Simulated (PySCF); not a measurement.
hexafluorocyclobutene (C₄F₆), SMILES FC1(C(F)(C(F)=C1F)F)F.

Geometry optimised at PBE-D3(BJ)/def2-SVP.

The numbers are results of PBE-D3(BJ)/def2-SVP run with PySCF, not measurements.

Harmonic, unscaled wavenumbers; measured fundamentals usually lie a few per cent lower.

Question: Give all harmonic wavenumbers and intensities. (The exact figures need the calculation; the answer reports its results.)

Answer: 
| mode | ν (cm⁻¹) | IR (km/mol) | moving atoms (share of kinetic energy) |
|---|---|---|---|
| 1 | 60 | 0.0 | F 94 % |
| 2 | 175 | 1.6 | F 80 %, C 20 % |
| 3 | 200 | 0.7 | F 99 % |
| 4 | 214 | 0.0 | F 100 % |
| 5 | 225 | 0.1 | F 100 % |
| 6 | 257 | 0.7 | F 92 %, C 8 % |
| 7 | 269 | 1.8 | F 93 % |
| 8 | 412 | 6.9 | F 83 %, C 17 % |
| 9 | 459 | 7.4 | F 84 %, C 16 % |
| 10 | 470 | 0.0 | F 67 %, C 33 % |
| 11 | 560 | 0.0 | C 70 %, F 30 % |
| 12 | 616 | 0.0 | C 74 %, F 26 % |
| 13 | 617 | 3.3 | F 83 %, C 17 % |
| 14 | 680 | 7.0 | F 89 %, C 11 % |
| 15 | 830 | 0.0 | C 89 %, F 11 % |
| 16 | 946 | 153.9 | C 73 %, F 27 % |
| 17 | 969 | 160.6 | C 59 %, F 41 % |
| 18 | 1104 | 113.0 | C 79 %, F 21 % |
| 19 | 1153 | 387.5 | C 70 %, F 30 % |
| 20 | 1156 | 0.0 | C 80 %, F 20 % |
| 21 | 1244 | 44.9 | C 85 %, F 15 % |
| 22 | 1355 | 125.4 | C 90 %, F 10 % |
| 23 | 1400 | 343.1 | C 85 %, F 15 % |
| 24 | 1794 | 73.2 | C 94 % |
